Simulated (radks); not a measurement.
The numbers below are computed, except where a source is named.
Task: All-electron atom: a nucleus of charge 15.8 with 15 electrons in [Ne] 3s2 3p3. Level of theory: scalar-relativistic Kohn-Sham, PBE, spin-polarised, spherical densities, finite nucleus; open shells are filled with parallel spins first; Fermi nuclear charge, rms radius 3.1889 fm (a radial shooting solver on a logarithmic mesh with Libxc functionals). Some entries of the table are withheld. Estimate them.

orbital,occ.,eigenvalue (eV),<r^2> (bohr^2)
1s up,1,-2348.603,0.01297
1s down,1,-2348.191,0.01296
2s up,1,-212.6887,0.2820
2s down,1,-212.2783,0.2817
2p up,3,-158.7321,0.2540
2p down,3,-158.1654,0.2535
3s up,1,-25.7189,3.243
3s down,1,-22.4169,3.315
3p up,3,-15.2892,(1)
3p down,0,-12.1581,(2)

Result: 
(1) 3p up <r^2> (bohr^2): 4.452
(2) 3p down <r^2> (bohr^2): 4.839
